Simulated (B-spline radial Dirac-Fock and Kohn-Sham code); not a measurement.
# I³⁶⁺: eigenvalues, ΔSCF and the reference

System: iodine as I³⁶⁺, configuration [Ne] 3s2 3p5.

The density-functional columns are spherical, spin-unpolarised Dirac-Kohn-Sham results without Breit or QED terms: −ε is minus the orbital energy of the initial state and ΔSCF the difference of two total energies. The reference in the last column comes from ΔSCF Dirac-Fock with Breit, self-energy and vacuum polarisation, finite nucleus, configuration average. All numbers are from a B-spline atomic structure program, in eV; a selection of levels is shown. The Kohn-Sham columns are given as differences from the reference. For the 1s level of heavy atoms much of the gap between ΔSCF and the reference is the Breit and QED part, -117.4 eV here; for other levels the error of the functional can be larger.

```
     level  LDA −ε − DF  LDA ΔSCF − DF  Dirac-Fock
    K (1s)       -291.8         +107.0     35227.5
   L1 (2s)       -136.1          -40.4      7175.8
L2 (2p1/2)       -104.2           +9.8      6852.5
   M1 (3s)        -52.3          -12.0      2708.4
 M2,3 (3p)        -36.8           +4.7      2536.9
```

Values without a named source are computed, but for edge energies of neutral atoms, which are taken from tables.
